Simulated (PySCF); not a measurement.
Harmonic spectrum computed at PBE0 in the def2-SVP basis family (core potentials from Rb on, PySCF, no spin–orbit coupling):

| symmetry | ω (cm⁻¹) | IR (km/mol, summed over degenerate members) |
| --- | --- | --- |
| a2'' | 94 | 39.1 |
| e' | 144 | 13.2 |
| a1' | 573 | 0.0 |
| e' | 653 | 73.3 |

Task: Which molecule gave it? In each, all ligands are bound to the one heavy central atom.
A. GeF₃ (doublet)
B. CuF₃ (triplet)
C. RhF₃ (triplet)
D. CoF₃ (quintet)

Result: B. It has D3h symmetry with Cu–F 1.734 Å (×3).
